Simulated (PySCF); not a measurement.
Mg(Br)(I), BrIMg, SMILES [I][Mg][Br], CAM-B3LYP/def2-SVP optimised geometry.

```
3

Mg    -0.10     0.00     0.00
Br    -2.43     0.00     0.00
I      2.43     0.00     0.00
```

Density from CAM-B3LYP/def2-TZVP, def2 effective core potentials past Kr in PySCF at that geometry. The core electrons that the potentials of I replace are not part of the density.

Minimum of the electron density along straight lines between bonded atoms, close to the bond critical point (lines longer than 1.1 times the sum of covalent radii, or with two minima, are not listed):

```csv
bond,length / Å,ρ at the minimum / e bohr⁻³,∇²ρ there / e bohr⁻⁵,position (fraction from the first atom)
Mg1–Br2,2.331,0.048,0.22,0.38
Mg1–I3,2.536,0.042,0.14,0.36
```
